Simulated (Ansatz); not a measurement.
A CCSD(T) single point on C6H18ClN3Sn (`C[N](C)[Sn]([Cl])([N](C)C)[N](C)C`).

```yaml
crystal:
  periodic: [false, false, false]
  atoms:
    - {symbol: C, position_ang: [-1.785322, 1.055309, 1.668372]}
    - {symbol: N, position_ang: [-0.420303, 0.630549, 1.860572]}
    - {symbol: C, position_ang: [-0.159303, 0.087077, 3.170236]}
    - {symbol: Sn, position_ang: [0.650277, 0.018705, 0.289212]}
    - {symbol: Cl, position_ang: [2.888941, 0.035695, 0.969673]}
    - {symbol: N, position_ang: [0.243327, 1.345750, -1.160671]}
    - {symbol: C, position_ang: [0.466181, 2.748607, -0.899629]}
    - {symbol: C, position_ang: [0.506277, 0.971940, -2.529510]}
    - {symbol: N, position_ang: [0.315408, -1.872790, -0.292844]}
    - {symbol: C, position_ang: [-1.043823, -2.255618, -0.585302]}
    - {symbol: C, position_ang: [1.300670, -2.612798, -1.039899]}
    - {symbol: H, position_ang: [-1.931615, 1.440249, 0.656366]}
    - {symbol: H, position_ang: [-2.515493, 0.246119, 1.833162]}
    - {symbol: H, position_ang: [-2.034131, 1.862551, 2.370849]}
    - {symbol: H, position_ang: [-0.765312, -0.804744, 3.395039]}
    - {symbol: H, position_ang: [0.893625, -0.183737, 3.274246]}
    - {symbol: H, position_ang: [-0.382151, 0.837836, 3.940131]}
    - {symbol: H, position_ang: [1.495632, 3.069864, -1.121001]}
    - {symbol: H, position_ang: [0.258934, 2.982574, 0.147352]}
    - {symbol: H, position_ang: [-0.208255, 3.357499, -1.516521]}
    - {symbol: H, position_ang: [0.331311, -0.096700, -2.677701]}
    - {symbol: H, position_ang: [-0.171302, 1.512162, -3.204048]}
    - {symbol: H, position_ang: [1.535594, 1.195315, -2.851167]}
    - {symbol: H, position_ang: [-1.192750, -3.320976, -0.363005]}
    - {symbol: H, position_ang: [-1.326666, -2.099526, -1.639276]}
    - {symbol: H, position_ang: [-1.749184, -1.695295, 0.035017]}
    - {symbol: H, position_ang: [2.309153, -2.295435, -0.767407]}
    - {symbol: H, position_ang: [1.219704, -3.683859, -0.810340]}
    - {symbol: H, position_ang: [1.190981, -2.504726, -2.131610]}
basis:
  gaussian: {orbitals: def2-SVP}
correlation: {method: ccsd_t}
```

```sh
$ ansatz run in.yaml --threads 11 --pin off --events-out ev --progress --plain --max-ram 110592MiB --backend cuda --devices 0, --max-vram 75GiB
```

Output of Ansatz, abridged:

```
Functional definition: HF
2735 factors; integrals over basis functions are off by at most 1.5e-3 eV
mean field evaluation 1: about -29203.8039 eV, gradient 4.7e1 eV
mean field evaluation 2: about -29203.8319 eV, gradient 4.7e1 eV
mean field evaluation 4: about -29209.9159 eV, gradient 6.4e0 eV
mean field evaluation 8: about -29210.0287 eV, gradient 3.6e-4 eV
mean field -29210.02866092 eV, -1073.4487540203 hartree, gradient 3.1e-6 eV, S^2 0.000000; 0 other end points of the search recorded, 0 dependent functions left out
18 core orbitals not correlated: weight in the atoms' cores, before any rotation towards them, 1.000 or more for the frozen orbitals, at most 0.000 for the correlated occupied ones
reference -29210.02866092 eV, -1073.4487540203 hartree; 39, 39 occupied and 203, 203 virtual orbitals, 2735 factors
second order -44.16522608 eV of doubles, -0.00000000 eV of singles
cycle   1  -46.05250800 eV  change    -1.9e0 eV  update   1.5e-1
cycle   2  -47.24187717 eV  change    -1.2e0 eV  update   4.2e-2
cycle   3  -47.49773092 eV  change   -2.6e-1 eV  update   2.2e-2
cycle   4  -47.49371100 eV  change    4.0e-3 eV  update   5.3e-3
cycle   5  -47.49336660 eV  change    3.4e-4 eV  update   2.7e-3
cycle   6  -47.49375133 eV  change   -3.8e-4 eV  update   9.7e-4
cycle   7  -47.49321087 eV  change    5.4e-4 eV  update   4.2e-4
cycle   8  -47.49316075 eV  change    5.0e-5 eV  update   1.4e-4
cycle   9  -47.49318069 eV  change   -2.0e-5 eV  update   6.1e-5
perturbative correction -1.44038515 eV, -0.0529331781 hartree
Total energy: -29258.96222677 eV, -1075.2470293968 hartree
```

Run time 6.5 s (11 threads of an AMD EPYC 7R13 on a shared host and a whole NVIDIA H100 80 GB); peak host memory 1.9 GiB.

Correlation energy per correlated electron: -0.627 eV. T1 diagnostic: 0.0104.
